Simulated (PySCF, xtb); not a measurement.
In(All)(OH)2 (C₃H₇InO₂), SMILES [OH][In]([CH2]C=C)[OH].

GFN2-xTB (xtb) at its own geometry gives an orbital gap of 2.71 eV and a dipole moment of 3.91 D.

Coordinates come from a B3LYP-D3(BJ)/def2-SVP optimisation. The def2 effective core potentials stand for the cores of In; spin–orbit coupling is left out. One conformer was computed; it need not be the lowest.

Q: What does PBE/def2-TZVP in PySCF give? (An estimate is asked for; the answer gives what the named calculation found.)

A: gap 3.72 eV (levels -6.02 and -2.30 eV), dipole 2.37 D.
